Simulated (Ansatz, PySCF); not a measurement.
C₃H₅BF₂, SMILES FB1CC[C@@H]1F. Atoms are numbered in the order given.

```xyz
11

F      1.2516     1.3714     0.7362
B      0.6482     0.5289    -0.0752
C     -0.0951     0.7194    -1.4499
C     -1.0907    -0.3052    -0.8296
C     -0.0306    -0.8773     0.1527
F     -0.4579    -1.3049     1.3766
H     -0.4864     1.7081    -1.7262
H      0.4365     0.2936    -2.3148
H     -1.5608    -1.0271    -1.5147
H     -1.8829     0.2032    -0.2583
H      0.5139    -1.6962    -0.3531
```
Charge 0, spin multiplicity 1.

Geometry: PBE0-D3(BJ)/def2-SVP. The structure was generated by enumeration; whether it is a known compound was not checked.

Two levels are set side by side: PBE-D3(BJ)/def2-SVP (Ansatz, a quantum-chemistry and plane-wave program) and PBE0-D3(BJ)/def2-SVP (Ansatz). Each level has its own optimised geometry; the coordinates shown are those of the second. Frequencies come from the Hessian of PySCF at each geometry. Differences are taken from unrounded values.

```
quantity                            PBE0-D3(BJ)  PBE-D3(BJ)  PBE-D3(BJ) minus PBE0-D3(BJ)
----------------------------------  -----------  ----------  ----------------------------
mean bond length (Å)                      1.314       1.324                         0.010
bond F1–B2 (Å)                            1.316       1.329                         0.013
bond B2–C3 (Å)                            1.574       1.581                         0.007
bond B2–C5 (Å)                            1.578       1.584                         0.006
bond C3–C4 (Å)                            1.557       1.568                         0.011
bond C4–C5 (Å)                            1.554       1.571                         0.016
bond C5–F6 (Å)                            1.365       1.380                         0.015
bond C3–H7 (Å)                            1.099       1.107                         0.008
bond C3–H8 (Å)                            1.101       1.108                         0.007
bond C4–H9 (Å)                            1.101       1.109                         0.008
bond C4–H10 (Å)                           1.101       1.109                         0.008
bond C5–H11 (Å)                           1.106       1.115                         0.009
highest harmonic wavenumber (cm⁻¹)         3172        3085                           -88
mean harmonic wavenumber (cm⁻¹)            1318        1272                           -46
zero-point energy (kcal/mol)              50.89       49.09                         -1.79
```

GGA bonds tend to be longer and softer than those of functionals with exact exchange. Differences between two approximate levels are no errors against the true value.
